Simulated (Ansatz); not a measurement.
Frontier orbitals of CH$_{7}$AlB$_{2}$Si, SMILES `CB1[BH][AlH][SiH2]1`.

```xyz
12

C     0.384   -2.100   -0.489
B     0.500   -0.592   -0.176
B     1.060    0.844   -0.067
Al    0.106    2.626   -0.063
Si   -1.106    0.642    0.530
H    -0.075   -2.660    0.331
H     1.343   -2.558   -0.743
H    -0.285   -2.227   -1.350
H     1.599    1.208    0.967
H     0.226    4.197   -0.105
H    -1.731    0.172    1.798
H    -2.019    0.447   -0.633
```

Charge 0, multiplicity 1. All single points use the PBE0-D4/def2-TZVP geometry. Basis def2-TZVPP, Ansatz.

```json
{"functional": "PBE", "HOMO (eV)": "-5.09", "LUMO (eV)": "-2.55", "gap (eV)": "2.54"}
{"functional": "revPBE", "HOMO (eV)": "-5.04", "LUMO (eV)": "-2.45", "gap (eV)": "2.59"}
{"functional": "B97M-V", "HOMO (eV)": "-5.27", "LUMO (eV)": "-2.35", "gap (eV)": "2.92"}
{"functional": "PBE0", "HOMO (eV)": "-5.98", "LUMO (eV)": "-1.76", "gap (eV)": "4.22"}
{"functional": "B3LYP", "HOMO (eV)": "-5.78", "LUMO (eV)": "-1.90", "gap (eV)": "3.88"}
{"functional": "r2SCANh", "HOMO (eV)": "-5.57", "LUMO (eV)": "-2.01", "gap (eV)": "3.56"}
{"functional": "HSE06 (plane-wave form)", "HOMO (eV)": "-5.59", "LUMO (eV)": "-2.13", "gap (eV)": "3.46"}
{"functional": "BHLYP", "HOMO (eV)": "-6.71", "LUMO (eV)": "-0.86", "gap (eV)": "5.85"}
{"functional": "CAM-B3LYP", "HOMO (eV)": "-7.09", "LUMO (eV)": "-0.74", "gap (eV)": "6.35"}
{"functional": "ωB97M-V", "HOMO (eV)": "-7.85", "LUMO (eV)": "-0.07", "gap (eV)": "7.78"}
```

Against PBE, PBE0 changes HOMO and LUMO by −0.88 and +0.79 eV, ωB97M-V by −2.76 and +2.48 eV. A gap of 2.55 eV thus becomes 7.78 eV for the same molecule, so an orbital gap means little without its functional.

B3LYP here is the variant with VWN-RPA as its local correlation; programs differ in this.
